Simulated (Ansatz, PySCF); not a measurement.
Input for Ansatz (a first-principles code):
Ansatz 0.2 input:
```yaml
crystal:
  periodic: [false, false, false]
  atoms:
    - {symbol: Ge, position_ang: [0.01078596, -0.00766682, 0.33769324]}
    - {symbol: F, position_ang: [0.83389596, 1.52835128, -0.59320123]}
    - {symbol: F, position_ang: [-0.87224604, -1.50109147, -0.60748585]}
basis:
  gaussian:
    orbitals: def2-TZVP
hamiltonian:
  xc: revpbe
magnetization: {spin_polarized: true, initial_magnetization: 2}
accuracy: high
```

Convert this to an input for PySCF.

Several could match; the one computed here: 
```python
from pyscf import gto, scf, dft

mol = gto.M(
    atom='''
Ge    0.010786   -0.007667    0.337693
F     0.833896    1.528351   -0.593201
F    -0.872246   -1.501091   -0.607486
''',
    basis='def2-tzvp',
    charge=0,
    spin=2,
    verbose=4,
)

mf = dft.UKS(mol)
mf.xc = 'revpbe'
mf.grids.atom_grid = (99, 590)
mf.grids.prune = None
mf.kernel()
```

Both were run: Ansatz gave -2276.489580 Eh and PySCF -2276.489578 Eh, 0.002 mEh apart.
